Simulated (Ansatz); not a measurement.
A structure relaxed at r2SCAN-D4/def2-SVP in Ansatz, charge 0, singlet:

```tsv
atom	x (Å)	y (Å)	z (Å)
Si1	0.007	-0.028	0.079
C2	1.447	1.102	-0.296
C3	2.451	1.412	0.537
H4	1.458	1.548	-1.304
H5	2.501	1.002	1.553
H6	3.263	2.086	0.239
C7	0.006	-1.468	-1.113
C8	0.112	-2.765	-0.791
H9	-0.093	-1.208	-2.179
H10	0.212	-3.091	0.251
H11	0.103	-3.553	-1.553
C12	-1.597	0.918	-0.073
C13	-2.499	1.113	0.900
H14	-1.807	1.352	-1.064
H15	-2.351	0.708	1.909
H16	-3.421	1.682	0.730
Br17	0.209	-0.808	2.177
```

**Question.** Give its formula, name or SMILES and point group.

**Answer.** Si(vinyl)3Br (C₆H₉BrSi). Point group C3v (tolerance 0.1 Å).

**Question.** Summarise the bond lengths by kind (pairs closer than 1.2 times the sum of covalent radii, bridged metal pairs left out).

**Answer.** 3 × C–Si 1.87 Å; 3 × C–C 1.34 Å; 1 × Br–Si 2.25 Å; 9 × C–H 1.10 Å.
